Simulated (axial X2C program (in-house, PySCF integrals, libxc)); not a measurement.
**RbFe: properties at the nuclei**

Calculated with an axial X2C code built on PySCF integrals: two-component X2C with atomic mean-field Coulomb and Gaunt terms, Gaussian nuclei, basis Rb dyall-cv3z, Fe dyall-cv3z with contracted cores.

R = 3.288 Å (near the PBE0 minimum at charge 0 of the determinant lowest at the starting distance; the state shown can have its own minimum elsewhere).

Determinant lowest in the PBE0 search, Ω = 7/2 (⟨Sz⟩ = 1.50, ⟨Lz⟩ = 2.00 at PBE0), spin on the atoms Rb -0.11, Fe 1.61:

| level | Eeff magnitude (GV/cm) | Ws magnitude Rb (kHz) | Ws magnitude Fe (kHz) | A∥/gI Rb (MHz) | qzz Rb (a.u.) | A∥/gI Fe (MHz) | qzz Fe (a.u.) | μ (D) |
| --- | --- | --- | --- | --- | --- | --- | --- | --- |
| PBE0 | 0.251 | 0.0317 | 0.00334 | -81.1 | -0.28 | 334 | 0.26 | -7.12 |
| HF | 0.168 | 0.0291 | 0.00892 | -142 | -0.17 | 409 | 0.08 | -4.48 |
| PBE | 0.0989 | 0.0079 | 0.000143 | -96 | -0.31 | 335 | 0.62 | -5.87 |
| PBE50 | 0.238 | 0.0327 | 0.00456 | -69 | -0.30 | 324 | 0.10 | -7.35 |
| B3LYP | 0.18 | 0.0178 | 0.00103 | -77.3 | -0.28 | 323 | 0.36 | -6.91 |

Eeff is the effective electric field on the electron electric dipole moment in this Ω state and Ws the scalar–pseudoscalar constant of the nucleus named (defined with the proton number Z and per Ω); A∥ (defined per Ω) follows by multiplying with gI = μI/(I μN); qzz is the electric field gradient, eQq0 = 234.96 MHz × Q/barn × qzz; μ is positive if the Fe end (last atom) is positive. The operators were transformed with the bare-nucleus X2C matrices; with these basis sets, hyperfine constants and field gradients can be off by tens of per cent, and where levels differ in sign neither size nor sign is settled.

Q: With Q(85Rb) = 0.276 barn, gI(57Fe) = 0.1809 (g factors from the IAEA table of nuclear moments by Stone; Q from Pyykkö, Mol. Phys. 2018), turn the PBE0 values of the first state into constants in MHz.

A: eQq0(85Rb) = 234.96 × (0.276) × (-0.28) = -18.2 MHz; A∥(57Fe) = 334 × 0.1809 = 60.4 MHz.

Each state is one determinant with collinear spin, which with several unpaired electrons need not be a pure state. Unrestricted Hartree–Fock can overshoot spin polarisation at the nuclei. With several open shells hyperfine constants can be off by a factor of several. Where Eeff spreads by more than a factor of two the levels disagree and none is to be relied on. States lie within half an eV, so the first need not be the ground state. The sign of Ws at Fe differs between levels in the first state. Further determinants of the search, some of them spin-mixed, are not shown. Where a field gradient or hyperfine factor spreads by more than a factor of two over the levels, a constant derived from it is not to be relied on.
